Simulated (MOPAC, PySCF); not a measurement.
System: C₂H₂Cl₄ (charge 0, singlet). SMILES: ClC(Cl)C(Cl)Cl
Structure (B3LYP-D3(BJ)/def2-TZVP (Ansatz) minimum search):
```
C
H 1 1.0846
C 1 1.5294 2 110.81
H 3 1.0846 1 110.81 2 180.00
Cl 3 1.7847 4 107.79 1 120.88
Cl 1 1.7847 2 107.79 3 -120.88
Cl 3 1.7847 4 107.79 1 -120.88
Cl 1 1.7847 2 107.79 3 120.88
```
Charge 0, spin multiplicity 1.

Unscaled harmonic wavenumbers (cm⁻¹) in rising order, each level at the stationary point that it reaches from this structure (no distance between atoms moves by over 0.3 Å); the order of modes can differ between levels, and a negative number is imaginary. B3LYP-D3(BJ)/def2-TZVP (PySCF, at the structure above): 56, 167, 225, 291, 293, 321, 362, 708, 733, 760, 786, 1043, 1210, 1220, 1228, 1336, 3142, 3156.

PM3 (MOPAC): 32, 117, 183, 272, 280, 311, 358, 683, 688, 732, 746, 1109, 1124, 1141, 1157, 1260, 2938, 2944. Zero-point energy 23.0 against 24.4 kcal/mol; where all levels lie over 400 cm⁻¹, the wavenumbers are on average 0.954 times those of B3LYP-D3(BJ)/def2-TZVP.

PM6 (MOPAC): 8, 109, 187, 295, 309, 325, 404, 775, 788, 821, 827, 1130, 1131, 1145, 1157, 1205, 2628, 2643. Zero-point energy 22.7 against 24.4 kcal/mol; where all levels lie over 400 cm⁻¹, the wavenumbers are on average 0.980 times those of B3LYP-D3(BJ)/def2-TZVP.

PM7 (MOPAC): 51, 144, 204, 274, 282, 317, 377, 746, 759, 787, 799, 1128, 1142, 1157, 1181, 1229, 2621, 2641. Zero-point energy 22.6 against 24.4 kcal/mol; where all levels lie over 400 cm⁻¹, the wavenumbers are on average 0.970 times those of B3LYP-D3(BJ)/def2-TZVP.
